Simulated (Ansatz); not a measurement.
Relaxation of C2H8FNSi (13 atoms, charge 0, multiplicity 1), to a largest force component of 0.02 eV/Å in at most 40 steps.

The calculation used UKS PBE0-D4/STO-3G in Ansatz 0.2.0.

```xyz
13
Properties=species:S:1:pos:R:3:forces:R:3
N 0.676 0.760 1.984 -2.27 2.58 3.66
C 0.396 -0.199 0.947 0.57 1.57 -0.99
F 1.587 -0.705 0.634 4.48 -2.36 -1.04
C -0.120 0.434 -0.312 -6.40 -0.79 -0.83
Si -0.638 -0.835 -1.637 -0.80 0.45 0.36
H -0.180 1.433 2.046 1.30 -1.08 0.04
H 1.437 1.383 1.674 0.73 0.41 -0.73
H -0.183 -0.986 1.343 -2.52 -1.70 1.00
H 0.522 1.151 -0.702 1.99 1.76 -0.79
H -1.101 0.985 -0.033 1.75 -0.80 -0.60
H -1.292 -0.136 -2.745 0.24 -0.27 0.40
H -1.592 -1.798 -1.051 0.59 0.54 -0.31
H 0.509 -1.522 -2.131 0.34 -0.30 -0.18
```

Problem. Where does it end, and by what steps?

Solution. It converged. The force dipped under the threshold on the way, but the program's further checks kept it going. Limits of this set-up: minimal basis. After 10 steps the energy has fallen by 0.917 eV; H6 moved furthest, 0.32 Å.

```csv
step,energy less start (eV),largest force component (eV/Å),accepted
0,0.0000,6.404,yes
1,-0.8448,0.791,yes
2,-0.8926,0.351,yes
3,-0.9048,0.229,yes
4,-0.9112,0.215,yes
5,-0.9158,0.085,yes
6,-0.9167,0.032,yes
7,-0.9169,0.009,yes
8,-0.9171,0.022,yes
9,-0.9172,0.030,yes
10,-0.9173,0.017,yes
```

```xyz
13
Properties=species:S:1:pos:R:3
N 0.841 0.803 2.007
C 0.388 -0.198 0.963
F 1.485 -1.001 0.636
C -0.215 0.443 -0.336
Si -0.607 -0.825 -1.664
H -0.045 1.297 2.300
H 1.352 1.554 1.466
H -0.402 -0.818 1.460
H 0.498 1.183 -0.724
H -1.126 0.987 -0.057
H -1.300 -0.181 -2.754
H -1.454 -1.857 -1.114
H 0.607 -1.422 -2.166
```

Whether the end is a true minimum wasn't checked by a vibrational analysis.

The run took 47 s on 1 thread of Arm Neoverse V1, with other jobs on the host, peak memory 0.17 GiB.
